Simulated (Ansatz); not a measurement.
Coupled-cluster diagnostics for the cluster HfS₂⁺, Ansatz.

Geometry of the doublet (PBE-D4/def2-TZVP):

```csv
atom,x (Å),y (Å),z (Å)
Hf1,-0.664,-1.088,0.497
S2,0.839,-0.083,-0.943
S3,-0.176,1.171,0.446
```

In the def2 sets Hf takes a core potential; there is no spin–orbit coupling. Correlated methods freeze 10 core orbitals; core or outer-core shells of Hf are correlated, in sets that lack core-valence functions. No other spin state of charge 1 was run. Another isomer (doublet) lies 0.11 eV lower at PBE-D4/def2-TZVP; other spin states weren't run for this one.

(1) Estimate the CCSD(T) correlation energy, the shares of MP2 and (T), T1 and the reference's ⟨S²⟩ for: charge 1, doublet, own geometry in def2-TZVPP; and the rough time on 4 threads of Arm Neoverse V2 on a shared host.

Results:

(1) 
```csv
state,basis,correlation (eV),MP2 share (%),(T) share (%),T1,⟨S²⟩ (pure),wall time
"charge 1, doublet, own geometry",def2-TZVPP,-18.225,91.9,6.0,0.036,0.77 (0.75),10 s
```
Customary marks for T1 are 0.02 (closed shells), 0.045 (open shells) and about 0.05 (3d metals). T1 exceeds 0.02 in 1 of 1 rows and 0.045 in 0; the higher it lies, the less the single-reference result can be trusted.
